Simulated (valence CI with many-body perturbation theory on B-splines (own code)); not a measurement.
## Level structure of Er²⁹⁺

Level of theory: valence CI with perturbative core correlation (CI+MBPT): three valence electrons over a frozen Dirac-Fock core [Kr], a basis of 7 s, 7 p, 8 d, 6 f, 4 g, 1 h functions for each j, with the one-electron correlation potential Σ1, the two-electron term Σ2, the three-electron term Σ3, Breit, model QED; selected CI, second order for the rest, scaled by the run's own slope (own B-spline code, finite nucleus).

The last digits are not significant, and no measured levels were compared; by estimate large intervals hold to a few tenths of a per cent, small ones and those within an open d or f shell to about a per cent. Only levels of the ground parity were solved; by the run's estimate the other parity begins above the list, which can be wrong where configurations are misplaced.

Levels 1 to 19 of 19, with energies above the lowest level, (4d3/2^3) J=3/2. "Leading %" is the weight of the configuration and term that name the level; weights of strongly mixed levels are sums over their largest components and can fall short, so below about 35 % the name and the second component can differ from the true leading terms, or belong to a minority configuration. In the jj column 3d3/2^4 stands for four electrons in 3d with j = 3/2. Lifetimes count E1, E2, E3, M1 and M2 decay at the calculated energies, and are blank where another channel may lead or the interval is too uncertain; long ones can be off by a factor of two.

```csv
No.,Configuration,Term,J,E (eV),Leading %,Second component,Lifetime,Leading jj
1,4d³,⁴F,3/2,0.000,57,32 % 4d³ ²D,,4d3/2^3 (94 %)
2,4d³,⁴F,5/2,8.602,87,12 % 4d³ ²D,106 μs,4d3/2^2 4d5/2 (97 %)
3,4d³,⁴P,3/2,10.918,41,30 % 4d³ ²P,121 μs,4d3/2^2 4d5/2 (95 %)
4,4d³,⁴F,7/2,11.691,48,41 % 4d³ ²G,3.41 ms,4d3/2^2 4d5/2 (89 %)
5,4d³,²G,9/2,12.256,43,38 % 4d³ ²H,1.17 s,4d3/2^2 4d5/2 (96 %)
6,4d³,⁴P,1/2,12.489,62,38 % 4d³ ²P,326 μs,4d3/2^2 4d5/2 (99 %)
7,4d³,⁴P,5/2,18.582,60,25 % 4d³ ²D,336 μs,4d3/2^2 4d5/2 (77 %)
8,4d³,⁴F,7/2,20.532,51,46 % 4d³ ²G,48.3 μs,4d3/2 4d5/2^2 (93 %)
9,4d³,⁴F,9/2,21.745,53,44 % 4d³ ²H,85.2 μs,4d3/2 4d5/2^2 (92 %)
10,4d³,⁴P,3/2,23.333,41,40 % 4d³ ²D,35.0 μs,4d3/2 4d5/2^2 (98 %)
11,4d³,²P,1/2,24.239,62,38 % 4d³ ⁴P,58.2 μs,4d3/2 4d5/2^2 (99 %)
12,4d³,²H,11/2,25.069,100,,188 μs,4d3/2 4d5/2^2 (100 %)
13,4d³,²D,5/2,25.514,56,20 % 4d³ ²F,81.8 μs,4d3/2 4d5/2^2 (77 %)
14,4d³,²F,5/2,27.164,43,40 % 4d³ ²D,108 μs,4d3/2 4d5/2^2 (94 %)
15,4d³,²F,7/2,28.019,85,13 % 4d³ ²G,134 μs,4d3/2 4d5/2^2 (96 %)
16,4d³,²D,3/2,32.922,51,39 % 4d³ ²P,45.7 μs,4d3/2 4d5/2^2 (67 %)
17,4d³,²G,9/2,33.343,55,28 % 4d³ ⁴F,36.8 μs,4d5/2^3 (95 %)
18,4d³,²D,3/2,38.664,73,19 % 4d³ ²P,35.5 μs,4d5/2^3 (68 %)
19,4d³,²D,5/2,41.628,66,22 % 4d³ ²F,22.7 μs,4d5/2^3 (90 %)
```

The ionisation energy to 4d² ³F2 of the next ion comes out as 1093.8 eV (NIST: 1092 ± 4 eV (theoretical)). All 19 levels together are meant to be complete up to 43.293 eV.
